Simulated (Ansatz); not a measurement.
System: C₂H₈ClSi₂, net charge 0, doublet state. SMILES: [SiH]([SiH2]Cl)([CH2])C
Structure (B3LYP-D3(BJ)/def2-TZVP (Ansatz, an electronic-structure program) minimum search):
```
Si
H 1 1.4873
C 1 1.8350 2 109.96
H 3 1.0839 1 122.89 2 26.46
H 3 1.0845 4 114.69 1 -173.87
C 1 1.8778 2 111.25 3 -125.22
H 6 1.0913 1 110.86 2 63.06
H 6 1.0914 7 108.33 1 121.95
H 6 1.0914 7 108.37 8 116.94
Si 1 2.3555 2 107.28 3 116.81
H 10 1.4810 1 113.34 2 -65.31
H 10 1.4834 11 108.44 1 -126.86
Cl 10 2.0870 11 107.27 12 -115.05
```
Charge 0, spin multiplicity 2.

Property: size of the dipole moment, in D. Terms: 6-31G* and kin with 6d, 5d where marked; no dispersion term unless named; UHF or UKS for open shells; no spin-orbit coupling; LANL2DZ with its own core potentials from Na on; non-relativistic; 6-311+G** with 5d, 6d on Na to Ar in Ansatz. First-principles rows: single points at B3LYP-D3(BJ) geometries (Ansatz).

```csv
level,program,size of the dipole moment (D)
B3LYP/STO-3G,Ansatz,2.89
B3LYP/3-21G,Ansatz,2.56
B3LYP/LANL2DZ,Ansatz,2.46
B3LYP/6-31G,Ansatz,2.54
B3LYP/6-31G*,Ansatz,2.02
B3LYP/6-31+G*,Ansatz,1.95
B3LYP/6-31G**,Ansatz,2.02
B3LYP/def2-SVP,Ansatz,1.57
B3LYP/cc-pVDZ,Ansatz,1.74
B3LYP/6-311+G**,Ansatz,1.92
```

No value to compare with is used here. The 10 habitual levels span 1.57 (B3LYP/def2-SVP) to 2.89 D (B3LYP/STO-3G).

The sets are all those run for this method; left out are runs that failed, that the program found above a lower state of the same kind, or whose <S^2> lies over 0.5 above the pure value.
